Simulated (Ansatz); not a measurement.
Mulliken charges of `FC[O][GaH2]` from ωB97M-V/def2-TZVPP in Ansatz (PBE0-D4/def2-TZVP geometry).

```json
{"atom": "F1", "x (Å)": "0.195", "y (Å)": "1.102", "z (Å)": "-0.583", "charge (e)": "-0.261"}
{"atom": "C2", "x (Å)": "-1.070", "y (Å)": "0.399", "z (Å)": "-0.263", "charge (e)": "0.146"}
{"atom": "O3", "x (Å)": "-0.717", "y (Å)": "-0.725", "z (Å)": "0.350", "charge (e)": "-0.442"}
{"atom": "Ga4", "x (Å)": "1.151", "y (Å)": "-0.644", "z (Å)": "0.397", "charge (e)": "0.389"}
{"atom": "H5", "x (Å)": "-1.610", "y (Å)": "1.122", "z (Å)": "0.360", "charge (e)": "0.125"}
{"atom": "H6", "x (Å)": "-1.541", "y (Å)": "0.267", "z (Å)": "-1.245", "charge (e)": "0.125"}
{"atom": "H7", "x (Å)": "1.736", "y (Å)": "-0.094", "z (Å)": "1.733", "charge (e)": "-0.040"}
{"atom": "H8", "x (Å)": "1.856", "y (Å)": "-1.428", "z (Å)": "-0.750", "charge (e)": "-0.040"}
```

Q: By hand: the dipole of these point charges (1 e Å = 4.8032 D).

A: Σ q r = (0.020, 0.075, -0.036) e Å, of length 0.086 e Å = 0.41 D.

Q: How does the dipole of the full density compare? (Estimate.)

A: The calculation gave: (-0.062, 0.086, -0.047) e Å, 0.56 D; the point charges give 0.73 times that, at 46° from its direction.

Point charges leave out the atoms' own dipoles, such as those of lone pairs, and Mulliken's split depends on the basis, so the two needn't agree.
